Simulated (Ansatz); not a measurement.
Stepwise reaction of `[SiH3]OB(S)O[SiH3]` with hydrogen chloride, as a gas-phase model of exchange steps in deposition or etching. ΔE in kJ/mol.

Calculated with Ansatz (gas phase, PBE0-D4/def2-TZVP geometries, no zero-point term in ΔE). CBS: MP2 limit from def2 TZ/QZ plus the TZ coupled-cluster correction, frozen cores. This one scheme is used for every species. Functionals use def2-TZVPP. B3LYP here is the variant with VWN-RPA as its local correlation; programs differ in this. Each species was taken in one conformer, which may not be the lowest.

```json
{"step": "1", "reaction": "`[SiH3]OB(S)O[SiH3]` + HCl → `[SiH3]OB(S)Cl` + `O[SiH3]`", "PBE-D4": "30.2", "B3LYP-D4": "42.7", "ωB97M-V": "38.3", "CCSD(T)/CBS": "38.0"}
```

Question: Give the row of step 2, `[SiH3]OB(S)Cl` + HCl → `SB(Cl)Cl` + `O[SiH3]`. (Estimate.)

Answer: The calculation gave: 
```tsv
step	reaction	PBE-D4	B3LYP-D4	ωB97M-V	CCSD(T)/CBS
2	`[SiH3]OB(S)Cl` + HCl → `SB(Cl)Cl` + `O[SiH3]`	37.5	50.1	46.2	46.7
```

Question: By hand: ΔE of the 2 steps together at CCSD(T)/CBS.

Answer: (38.0) + (46.7) = 84.7 kJ/mol, or 42.4 kJ/mol a step.

In ΔE each step is higher than the one before. All are uphill at CCSD(T)/CBS. PBE-D4 differs from CCSD(T)/CBS by -9.2 to -7.8 kJ/mol a step. Isolated molecules leave out the surface, adducts and barriers. Largest T1 diagnostic: 0.013.
